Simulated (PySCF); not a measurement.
Bonds (- single, = double, # triple, : aromatic): C1-O2, O2-Si3, Si3-O4, O4-C5, C5-C6, C5-C7, Si3-Si8, Si8-Cl9. C1 carries H10, H11, H12; Si3 carries H13; C5 carries H14; C6 carries H15, H16, H17; C7 carries H18, H19, H20; Si8 carries H21, H22. Stereochemistry as in CO[Si@@H](OC(C)C)[SiH2]Cl. H21 is pro-R; H22 is pro-S.

- shieldings: GIAO PBE0/pcSseg-1
- coordinates at the GFN2-xTB level
- program: PySCF 2.14.0 with density-fitted response routines
- one computed conformer, no solvent model, averaged over atoms made equivalent by symmetry, fast rotation or ring inversion, no relativistic terms

Q: List the cross peaks expected in HSQC, COSY and HMBC spectra.

A: 

HSQC (one-bond C–H):
```tsv
δH	δC
4.28 (H14)	66.3 (C5)
3.85 (H10/H11/H12)	52.6 (C1)
1.36 (H18/H19/H20)	28.0 (C7)
1.27 (H15/H16/H17)	27.1 (C6)
```

COSY cross peaks (H two or three bonds apart, from the bond graph; peaks can be absent where the dihedral angle is near 90°):
```tsv
δH	δH
5.45 (H13)	5.21 (H22)
5.45 (H13)	4.99 (H21)
5.21 (H22)	4.99 (H21)
4.28 (H14)	1.36 (H18/H19/H20)
4.28 (H14)	1.27 (H15/H16/H17)
```

HMBC (two and three bonds, from the bond graph):
```tsv
δH	δC
5.45 (H13)	66.3 (C5), 52.6 (C1)
4.28 (H14)	28.0 (C7), 27.1 (C6)
1.36 (H18/H19/H20)	66.3 (C5), 27.1 (C6)
1.27 (H15/H16/H17)	66.3 (C5), 28.0 (C7)
```

δ = σ(ref) − σ, references computed at the same level: 1H and 13C against TMS.

Short H···H contacts in this conformer between protons four or more bonds apart (candidates for NOE cross peaks, intensity ∝ r⁻⁶): H17···H20 2.57 Å.

Shifts are as computed. Against solution values, carbons near 30 ppm lie about +3 ppm off and those near 130 ppm about +5 ppm. Of 1211 compounds with measured shifts, 218 miss one by over three times the rms of a fit or turn the order of signals round; such compounds aren't used in these exercises.
